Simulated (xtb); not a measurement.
Cl2, charge +1, doublet, from a rough starting geometry (a state made from the parent by changing its charge; the spin is typed, not shown lowest); GFN2-xTB (xtb 6.7.1).

The xtb input:
```
$ xtb mol.xyz --gfn 2 --chrg 1 --uhf 1 --opt vtight --json

# file mol.xyz
2

Cl    -0.00412028    -0.01645686     0.98052066
Cl     0.01490396     0.01298493    -1.00797693
```

It wrote (shortened):

```
   ID    Z sym.   atoms
    1   17 Cl     1, 2

           -------------------------------------------------
          |                Calculation Setup                |
           -------------------------------------------------

           -------------------------------------------------
          |                 G F N 2 - x T B                 |
           -------------------------------------------------

          ...................................................
          :                      SETUP                      :
          :.................................................:
          :  # basis functions                  20          :
          :  # atomic orbitals                  18          :
          :  # shells                            6          :
          :  # electrons                        13          :
          :  max. iterations                   250          :
          :  Hamiltonian                  GFN2-xTB          :
          :  restarted?                      false          :
          :  GBSA solvation                  false          :
          :  PC potential                    false          :
          :  electronic temp.          300.0000000     K    :
          :  accuracy                    1.0000000          :
          :  -> integral cutoff          0.2500000E+02      :
          :  -> integral neglect         0.1000000E-07      :
          :  -> SCF convergence          0.1000000E-05 Eh   :
          :  -> wf. convergence          0.1000000E-03 e    :
          :  Broyden damping             0.4000000          :
          :  net charge                          1          :
          :  unpaired electrons                  1          :
          ...................................................

 iter      E             dE          RMSdq      gap      omega  full diag
   1     -8.4967664 -0.849677E+01  0.599E+00    3.72       0.0  T
   2     -8.4968684 -0.102043E-03  0.360E+00    3.73       1.0  T
   3     -8.4969585 -0.900186E-04  0.244E-01    3.75       1.0  T
   4     -8.4969672 -0.874486E-05  0.482E-02    3.77       1.5  T
   5     -8.4969676 -0.348695E-06  0.428E-03    3.77      16.5  T
   6     -8.4969676 -0.285130E-09  0.797E-05    3.77     887.4  T
   7     -8.4969676 -0.905942E-13  0.757E-06    3.77    9341.4  T

   *** convergence criteria satisfied after 7 iterations ***

         :::::::::::::::::::::::::::::::::::::::::::::::::::::
         ::                     SUMMARY                     ::
         :::::::::::::::::::::::::::::::::::::::::::::::::::::
         :: total energy              -8.496148560143 Eh    ::
         :: gradient norm              0.012627990351 Eh/a0 ::
         :: HOMO-LUMO gap              3.767980319332 eV    ::
         ::.................................................::
         :: SCC energy                -8.496967551493 Eh    ::
         :: -> isotropic ES            0.151838295945 Eh    ::
         :: -> anisotropic ES         -0.000149504704 Eh    ::
         :: -> anisotropic XC         -0.000884495578 Eh    ::
         :: -> dispersion             -0.000651730720 Eh    ::
         :: repulsion energy           0.000818991350 Eh    ::
         :: add. restraining           0.000000000000 Eh    ::
         :: total charge               1.000000000000 e     ::
         :::::::::::::::::::::::::::::::::::::::::::::::::::::

      -----------------------------------------------------------
     |                   =====================                   |
     |                        A N C O P T                        |
     |                   =====================                   |
     |               Approximate Normal Coordinate               |
     |                Rational Function Optimizer                |
      -----------------------------------------------------------
      -----------------------------------------------------------
     |                   =====================                   |
     |                        A N C O P T                        |
     |                   =====================                   |
     |               Approximate Normal Coordinate               |
     |                Rational Function Optimizer                |
      -----------------------------------------------------------

          ...................................................
          :                      SETUP                      :
          :.................................................:
          :   optimization level         verytight          :
          :   max. optcycles                   200          :
          :   ANC micro-cycles                  20          :
          :   degrees of freedom                 1          :
          :.................................................:
          :   RF solver                   davidson          :
          :   write xtbopt.log                true          :
          :   linear (good luck)              true          :
          :   energy convergence         0.1000000E-06 Eh   :
          :   grad. convergence          0.2000000E-03 Eh/α :
          :   maxmium RF displ.          1.0000000          :
          :   Hlow (freq-cutoff)         0.1000000E-01      :
          :   Hmax (freq-cutoff)         5.0000000          :
          :   S6 in model hess.         20.0000000          :
          ...................................................

generating ANC from exact Hessian ...
Using Lindh-Hessian (1995)
 Shifting diagonal of input Hessian by    0.0000000000000000
 Lowest  eigenvalues of input Hessian
    0.000000    0.000000    0.000000    0.000000    0.000000    0.390514
 Highest eigenvalues
    0.000000    0.000000    0.000000    0.000000    0.000000    0.390514

........................................................................
.............................. CYCLE    1 ..............................
........................................................................

[...]
 * total energy  :    -8.4961486 Eh     change       -0.3375078E-13 Eh
 * total energy  :    -8.4963834 Eh     change       -0.2348541E-03 Eh
 * total energy  :    -8.4963864 Eh     change       -0.3010460E-05 Eh
 * total energy  :    -8.4963879 Eh     change       -0.1455287E-05 Eh
 * total energy  :    -8.4963879 Eh     change       -0.5392842E-10 Eh
   *** GEOMETRY OPTIMIZATION CONVERGED AFTER 5 ITERATIONS ***
[...]
          :  # shells                            6          :
          :  # electrons                        13          :
          :  max. iterations                   250          :
          :  Hamiltonian                  GFN2-xTB          :
          :  restarted?                      false          :
          :  GBSA solvation                  false          :
          :  PC potential                    false          :
          :  electronic temp.          300.0000000     K    :
          :  accuracy                    1.0000000          :
          :  -> integral cutoff          0.2500000E+02      :
          :  -> integral neglect         0.1000000E-07      :
          :  -> SCF convergence          0.1000000E-05 Eh   :
          :  -> wf. convergence          0.1000000E-03 e    :
          :  Broyden damping             0.4000000          :
          :  net charge                          1          :
          :  unpaired electrons                  1          :
          ...................................................

 iter      E             dE          RMSdq      gap      omega  full diag
   1     -8.4974453 -0.849745E+01  0.175E-07    3.94       0.0  T
   2     -8.4974453 -0.213163E-13  0.105E-07    3.94  100000.0  T
   3     -8.4974453  0.248690E-13  0.278E-09    3.94  100000.0  T

   *** convergence criteria satisfied after 3 iterations ***

         :::::::::::::::::::::::::::::::::::::::::::::::::::::
         ::                     SUMMARY                     ::
         :::::::::::::::::::::::::::::::::::::::::::::::::::::
         :: total energy              -8.496387880071 Eh    ::
         :: gradient norm              0.000000019435 Eh/a0 ::
         :: HOMO-LUMO gap              3.943631530735 eV    ::
         ::.................................................::
         :: SCC energy                -8.497445252733 Eh    ::
         :: -> isotropic ES            0.151953435478 Eh    ::
         :: -> anisotropic ES          0.000645027431 Eh    ::
         :: -> anisotropic XC         -0.000294046468 Eh    ::
         :: -> dispersion             -0.000651970518 Eh    ::
         :: repulsion energy           0.001057372662 Eh    ::
         :: add. restraining           0.000000000000 Eh    ::
         :: total charge               1.000000000000 e     ::
         :::::::::::::::::::::::::::::::::::::::::::::::::::::

           -------------------------------------------------
          |                Property Printout                |
           -------------------------------------------------

    * Orbital Energies and Occupations

         #    Occupation            Energy/Eh            Energy/eV
      -------------------------------------------------------------
         1        2.0000           -1.3722544             -37.3409
         2        2.0000           -1.2951998             -35.2442
         3        2.0000           -0.8539479             -23.2371
         4        2.0000           -0.8091135             -22.0171
         5        2.0000           -0.8091135             -22.0171
         6        1.5000           -0.7348107             -19.9952
         7        1.5000           -0.7348107             -19.9952 (HOMO)
         8                         -0.5898849             -16.0516 (LUMO)
         9                         -0.3125561              -8.5051
        10                         -0.3125561              -8.5051
        11                         -0.3067325              -8.3466
        12                         -0.3067325              -8.3466
        13                         -0.3030211              -8.2456
        14                         -0.3030211              -8.2456
        15                         -0.2951156              -8.0305
        16                         -0.2951156              -8.0305
        17                         -0.2943642              -8.0101
        18                         -0.1637859              -4.4568
      -------------------------------------------------------------
                  HL-Gap            0.1449258 Eh            3.9436 eV
             Fermi-level           -0.6985793 Eh          -19.0093 eV

     #   Z          covCN         q      C6AA      α(0)
     1  17 Cl       0.978     0.500    85.456    14.143
     2  17 Cl       0.978     0.500    85.456    14.143

 Mol. C6AA /au·bohr⁶  :        341.825674
 Mol. C8AA /au·bohr⁸  :      14262.184441
 Mol. α(0) /au        :         28.285430

Wiberg/Mayer (AO) data.
largest (>0.10) Wiberg bond orders for each atom

 ---------------------------------------------------------------------------
     #   Z sym  total        # sym  WBO       # sym  WBO       # sym  WBO
 ---------------------------------------------------------------------------
     1  17 Cl   1.317 --     2 Cl   1.317
     2  17 Cl   1.317 --     1 Cl   1.317
 ---------------------------------------------------------------------------

Topologies differ in total number of bonds
Writing topology from bond orders to xtbtopo.mol

molecular dipole:
                 x           y           z       tot (Debye)
 q only:        0.010      -0.003      -0.026
   full:        0.010      -0.003      -0.026       0.071
molecular quadrupole (traceless):
                xx          xy          yy          xz          yz          zz
 q only:       -1.716       0.001      -1.716      -0.050      -0.076       3.432
  q+dip:       -2.252       0.001      -2.252      -0.065      -0.100       4.504
   full:       -2.709       0.001      -2.709      -0.078      -0.120       5.418

optimized geometry written to: xtbopt.xyz

           -------------------------------------------------
          | TOTAL ENERGY               -8.496387880071 Eh   |
          | GRADIENT NORM               0.000000019435 Eh/α |
          | HOMO-LUMO GAP               3.943631530735 eV   |
           -------------------------------------------------

normal termination of xtb
```
